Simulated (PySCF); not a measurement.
Compound: C7H4F3N.
Cartesian coordinates in Å at the PBE0-D3(BJ)/def2-SVP level; atoms count from 1:
```
atom  x, y, z in Å
F1     4.0624    0.0381    0.0892
C2     2.8154    0.4307    0.0941
F3     2.7095    1.7189    0.2048
C4     1.7951   -0.4368   -0.0026
F5     2.1259   -1.7310   -0.1010
C6     0.3633   -0.1428   -0.0102
C7    -0.5515   -1.2038   -0.0909
C8    -1.9084   -0.9031   -0.0930
C9    -2.3064    0.4292   -0.0173
C10   -1.3134    1.4073    0.0574
N11   -0.0158    1.1362    0.0615
H12   -0.1947   -2.2320   -0.1487
H13   -2.6485   -1.7048   -0.1531
H14   -3.3613    0.7097   -0.0160
H15   -1.5865    2.4673    0.1172
```

Method used: PySCF 2.14.0, density-fitted response routines, TDDFT PBE0/def2-SVPD, vertical, gas phase, core orbitals frozen in the response.

Ground-to-excited transition dipoles (e·a0, same axes as the geometry; the sign carries no meaning), for the states with f of 0.002 or more among the lowest 10:

```csv
state,E (hartree),μx,μy,μz
S2,0.1731,-1.144,0.196,-0.013
S4,0.1914,-1.590,-0.424,-0.066
S5,0.2211,-0.362,-0.308,-0.025
S6,0.2335,0.019,0.015,-0.157
S7,0.2395,0.302,0.196,0.018
S9,0.2604,0.604,-0.340,-0.098
S10,0.2606,1.069,-0.627,0.036
```

Question: Work out the oscillator strengths.

Answer: f = (2/3) ΔE |μ|² with ΔE in hartree (27.2114 eV).

```csv
state,|μ|² (au),|μ| (D),f
S2,1.347,2.95,0.155
S4,2.713,4.19,0.346
S5,0.226,1.21,0.033
S6,0.025,0.40,0.004
S7,0.130,0.92,0.021
S9,0.490,1.78,0.085
S10,1.539,3.15,0.267
```

Question: What angle do the transition dipoles of S2 and S4 make?

Answer: |cos θ| = |μa·μb| / (|μa| |μb|) = 0.91, so θ ≈ 25° (taken between 0 and 90°, since the signs are arbitrary).

Question: How is the summed strength of these states shared among x, y and z?

Answer: (2/3) Σ ΔE μα² gives 0.770 for x, 0.136 for y and 0.006 for z, 0.912 in all.

Question: What peak molar absorption coefficient would the strongest computed level give as a lone Gaussian band 0.5 eV wide at half height?

Answer: ε(max) = 2.175×10⁸ f / FWHM, with the width in cm⁻¹. S4: 2.175×10⁸ × 0.3461 / 4033 ≈ 19000 L mol⁻¹ cm⁻¹.

Hardware: 2 threads, Intel Xeon 6975P-C (x86_64), no GPU, shared host with 192 logical CPUs at a one-minute load of 69. Cost: 33 s wall, 73 s CPU, 1.5 GiB resident at most.

One conformer stands for the species.
